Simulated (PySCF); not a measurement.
# Relaxation of singlet [Ga3O]+

Computed with PBE0 in PySCF with O def2-SVP, Ga def2-SVP; no relativity; density-fitted integrals. A (50,194) grid was used.

A hand-made trigonal planar start, of D3h symmetry, held to at least that symmetry:

```xyz
4
charge 1 multiplicity 1, angstrom
O     0.0000    0.0000    0.0000
Ga    1.8326    0.0000    0.0000
Ga   -0.9163    1.5871    0.0000
Ga   -0.9163   -1.5871    0.0000
```

At each step, columns x, y, z (Å) and Fx, Fy, Fz (eV/Å):

```
step 0  E − E(last) = 53.51 kJ/mol
O    0.000   0.000   0.000   0.004   0.000   0.000
Ga   1.833   0.000   0.000   2.791   0.000   0.000
Ga  -0.916   1.587   0.000  -1.398   2.413   0.000
Ga  -0.916  -1.587   0.000  -1.398  -2.413   0.000
step 1  E − E(last) = 12.16 kJ/mol
O    0.000   0.000   0.000   0.000   0.000   0.000
Ga   1.906   0.000   0.000   1.188   0.000   0.000
Ga  -0.953   1.651   0.000  -0.594   1.024   0.000
Ga  -0.953  -1.651   0.000  -0.594  -1.024   0.000
step 2  E − E(last) = 0.99 kJ/mol
O    0.000   0.000   0.000  -0.002   0.000   0.000
Ga   1.959   0.000   0.000   0.316   0.000   0.000
Ga  -0.979   1.696   0.000  -0.157   0.270   0.000
Ga  -0.979  -1.696   0.000  -0.157  -0.270   0.000
step 3  E − E(last) = 0.02 kJ/mol
O    0.000   0.000   0.000  -0.003   0.000   0.000
Ga   1.978   0.000   0.000   0.049   0.000   0.000
Ga  -0.989   1.713   0.000  -0.023   0.039   0.000
Ga  -0.989  -1.713   0.000  -0.023  -0.039   0.000
step 4  E − E(last) = 0.00 kJ/mol
O    0.000   0.000   0.000  -0.003   0.000   0.000
Ga   1.981   0.000   0.000   0.004   0.000   0.000
Ga  -0.990   1.716   0.000  -0.001   0.001   0.000
Ga  -0.990  -1.715   0.000  -0.001  -0.001   0.000
```

It ends at D3h with O–Ga 1.981 Å (×3); Ga–O–Ga 120.0° (×3). A frequency run shows a minimum.
